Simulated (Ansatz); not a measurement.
Ansatz (a program for electronic structure) input:

Ansatz 0.2 input:
```yaml
crystal:
  periodic: [false, false, false]
  atoms:
    - {symbol: C, position_ang: [2.55092980, 0.05999995, -0.38148346]}
    - {symbol: C, position_ang: [1.13582222, 0.45689305, -0.78758578]}
    - {symbol: C, position_ang: [0.02592254, -0.19855405, 0.07141675]}
    - {symbol: C, position_ang: [0.13510911, 0.19360314, 1.50349011]}
    - {symbol: C, position_ang: [-1.35786510, 0.14256627, -0.50509109]}
    - {symbol: C, position_ang: [-2.50329334, -0.61640794, 0.15748917]}
    - {symbol: H, position_ang: [2.77519043, 0.37633379, 0.63852734]}
    - {symbol: H, position_ang: [3.29141287, 0.51402166, -1.04251820]}
    - {symbol: H, position_ang: [2.68274392, -1.02401482, -0.42980507]}
    - {symbol: H, position_ang: [1.02399855, 1.54421612, -0.73133825]}
    - {symbol: H, position_ang: [0.96325388, 0.17958024, -1.83228496]}
    - {symbol: H, position_ang: [0.16729708, -1.28446569, -0.00426872]}
    - {symbol: H, position_ang: [0.70911065, -0.38378882, 2.21396004]}
    - {symbol: H, position_ang: [-0.26874901, 1.14236176, 1.83646442]}
    - {symbol: H, position_ang: [-1.35220231, -0.06811366, -1.57854039]}
    - {symbol: H, position_ang: [-1.52120972, 1.22120892, -0.40495286]}
    - {symbol: H, position_ang: [-2.37259314, -1.69559150, 0.04494076]}
    - {symbol: H, position_ang: [-2.55376718, -0.40122154, 1.22639780]}
    - {symbol: H, position_ang: [-3.46423730, -0.34912879, -0.28599590]}
basis:
  gaussian:
    orbitals: def2-TZVPD
hamiltonian:
  xc: {name: B3LYP}
magnetization: {spin_polarized: true, initial_magnetization: 1}
output: {forces: true}
```

Q: What final total energy does it print?

A: -236.50399 Eh (B3LYP/def2-TZVPD). The basis has 339 functions.

It need not be the lowest isomer of its formula.
